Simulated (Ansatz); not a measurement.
`BO[SiH2]C` and `BO[SiH2]C#C` differ in one atom or group.

Ansatz, PBE0-D4/def2-TZVP geometries, multiplicity 1. Each molecule was computed in one conformer, which needn't be the lowest.

| property | `BO[SiH2]C` |
| --- | --- |
| HOMO–LUMO gap (B3LYP/def2-TZVPP) / eV | 7.35 |
| ideal-gas entropy at 298 K and 1 bar (rigid rotor, harmonic PBE0-D4/def2-TZVP) / J/(mol·K) | 331 |
| LUMO energy (PBE/def2-TZVPP) / eV | -1.53 |
| size of the dipole moment (ωB97M-V/def2-TZVPP) / D | 1.52 |
| HOMO–LUMO gap (ωB97M-V/def2-TZVPP) / eV | 12.01 |
| size of the dipole moment (B3LYP/def2-TZVPP) / D | 1.53 |

Q: What does the change do to each property? (An estimate is asked.)

A: Ansatz gave: 
```tsv
property	`BO[SiH2]C#C`	shift
HOMO–LUMO gap (B3LYP/def2-TZVPP) / eV	7.23	-0.12
ideal-gas entropy at 298 K and 1 bar (rigid rotor, harmonic PBE0-D4/def2-TZVP) / J/(mol·K)	344	13
LUMO energy (PBE/def2-TZVPP) / eV	-1.78	-0.25
size of the dipole moment (ωB97M-V/def2-TZVPP) / D	1.30	-0.22
HOMO–LUMO gap (ωB97M-V/def2-TZVPP) / eV	11.86	-0.15
size of the dipole moment (B3LYP/def2-TZVPP) / D	1.29	-0.24
```

With PBE0 the HOMO falls by 0.15 eV and the LUMO falls by 0.26 eV, so the gap narrows by about 0.11 eV. PBE moves the HOMO by -0.20 eV and ωB97M-V by -0.05 eV. The zero-point energy changes by -45.2 kJ/mol with -3 modes. Dipoles are sizes alone; their direction can turn. Modes under 60 cm⁻¹, often nearly free rotors, make the harmonic entropy too high.

B3LYP here is the variant with VWN-RPA as its local correlation; programs differ in this.
